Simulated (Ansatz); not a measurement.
Consider the cleavage of the Si–Si bond: `O[SiH2][SiH](O)O` + H₂S → `O[SiH](O)S` + `O[SiH3]`.

Program: Ansatz. Geometries: PBE0-D4/def2-TZVP. ΔE: electronic, gas phase. CCSD(T)/CBS adds triple-zeta CCSD(T) − MP2 to the extrapolated MP2 energy (def2 sets, frozen cores). This one scheme is used for every species. DFT in def2-TZVPP. Each species was taken in one conformer, which may not be the lowest.

CCSD(T)/CBS gives -19.6 kcal/mol.

(1) Another level gave -19.2 kcal/mol. Which?
A. CAM-B3LYP/def2-TZVPP
B. r2SCAN0/def2-TZVPP
C. PBE-D4/def2-TZVPP
D. HF/def2-TZVPP

(2) What do rigid-rotor, harmonic-oscillator terms from PBE0-D4/def2-TZVP frequencies (298.15 K, 1 bar) make of the CCSD(T)/CBS value? (Best estimate.)

Largest T1 diagnostic among the species: 0.012.

## Answers

(1) A. CAM-B3LYP -19.2, r2SCAN0 -20.2, PBE-D4 -16.2, HF/def2-TZVPP -22.5 kcal/mol.

(2) Ansatz gave: ΔZPE = +0.5 kcal/mol, ΔH = -19.5 kcal/mol, ΔS = 10 J/(mol·K), ΔG = -20.2 kcal/mol. Modes under 50 cm⁻¹ make the entropy rough.

From PBE to PBE0 (25 % exact exchange), in def2-TZVPP and without D4, ΔE moves by −1.5 kcal/mol. Leaving LDA and LC-ωPBE aside and taking each functional with its dispersion term where it has one, the values, not all of them listed here, spread over 3.9 kcal/mol, from PBE-QIDH to PBE-D4. At CCSD(T), def2-SVP lies +1.7 kcal/mol from the extrapolated value and def2-TZVPP +0.3 kcal/mol.

CCSD(T)/CBS has its own doubt, a few kJ/mol and more with outer-core shells, so smaller differences from it don't rank the levels.
